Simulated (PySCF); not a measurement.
## Removing an electron from Mo(NH2)4

Mo(NH2)4 (singlet state).
Cartesian coordinates in Å at the PBE0-D3(BJ)/def2-SVP level; atoms count from 1:
```xyz
13
H8MoN4 angstrom
Mo    -0.003   -0.006    0.003
N      0.051   -0.098    1.921
H      0.716    0.420    2.499
H     -0.737   -0.382    2.506
N      1.806    0.022   -0.642
H      2.561   -0.544   -0.251
H      2.080    0.337   -1.574
N     -0.880    1.586   -0.620
H     -0.437    2.506   -0.658
H     -1.894    1.707   -0.656
N     -0.973   -1.531   -0.651
H     -0.887   -2.472   -0.265
H     -1.372   -1.596   -1.589
```

Level: CAM-B3LYP/def2-SVPD (PySCF). Frontier orbitals with their largest atomic shares (Löwdin; up to four atoms above 4 %):

```tsv
orbital	ε (eV)	main atoms
HOMO−3	-8.84	N5 18 %, N8 18 %, N2 17 %, N11 17 %
HOMO−2	-8.32	N2 36 %, N8 36 %, Mo1 7 %
HOMO−1	-8.31	N11 37 %, N5 36 %, Mo1 7 %
HOMO	-5.56	?
LUMO	0.67	Mo1 58 %
LUMO+1	0.78	Mo1 61 %, N5 7 %, N8 7 %, N2 7 %
LUMO+2	1.35	Mo1 52 %, H9 7 %, H4 6 %, N2 6 %
```

**Question.** What vertical ionisation energy does ΔSCF give, and how far is −ε(HOMO) from it?

**Answer.** ΔSCF: 5.97 eV (576 kJ/mol; threshold wavelength 208 nm); ⟨S²⟩ of the doublet left behind is 0.758, against 0.75 for a pure doublet. −ε(HOMO) is 5.56 eV, 0.41 eV below it. In exact Kohn–Sham theory the two would be equal; CAM-B3LYP (range-separated hybrid) falls short of its own ΔSCF value by 7 %.

**Question.** On which atoms does the HOMO lie?

**Answer.** Mo1 (molybdenum bonded to 4 N) 75 %, N5 (nitrogen bonded to Mo and 2 H) 4 %, N8 (nitrogen bonded to Mo and 2 H) 4 %, N2 (nitrogen bonded to Mo and 2 H) 4 %, so more than half of it is on one atom. The HOMO−1 lies 2.75 eV lower.

**Question.** What kinetic energy would electrons from this vertical process carry with He I light (21.218 eV)?

**Answer.** 21.22 − 5.97 = 15.25 eV.

**Question.** Shift the occupied levels rigidly so that −ε(HOMO) equals the ΔSCF value. What binding energies result?

**Answer.** The shift is +0.41 eV: HOMO 5.97, HOMO−1 8.72, HOMO−2 8.73, HOMO−3 9.25 eV. A rigid shift is only a rough guide to the deeper ionisations.

**Question.** What total energies stand behind the ΔSCF value?

**Answer.** E(N) = -291.78920 Eh and E(N − 1) = -291.56974 Eh at the same geometry, 0.21946 Eh apart.

Isolated species at its PBE0-D3(BJ)/def2-SVP geometry, gas phase. Atoms past krypton carry effective core potentials; spin–orbit coupling is left out.

The run behind these numbers computed excited states and ΔSCF ions as well. Time: 59 s wall (with the writing of density and orbital grids); peak memory 1.0 GiB. Hardware: one thread of an Arm Neoverse V1, shared host.
